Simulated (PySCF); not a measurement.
ClSi, SMILES [Si]Cl (connectivity only; charge and spin as stated), charge +1, multiplicity 1. Geometry: PBE-D3(BJ)/def2-TZVPD.

PySCF with TDA-PBE0/def2-TZVPD puts the lowest singlet excitations at 5.59, 5.59, 5.61, 5.76, 5.76, 7.36 eV and the lowest triplet (TDA) at 3.60 eV.

### Question
What are the lowest singlet roots from EOM-CCSD/aug-cc-pVDZ (PySCF 2.14.0)? (The exact figures need the calculation; the answer reports its results.)

### Answer
5.62, 5.62, 6.03, 6.03, 6.08, 7.22 eV; triplets 3.83, 3.83, 5.42 eV. S1 differs by 0.03 eV (second minus first; roots are paired by order, and the bases may differ).
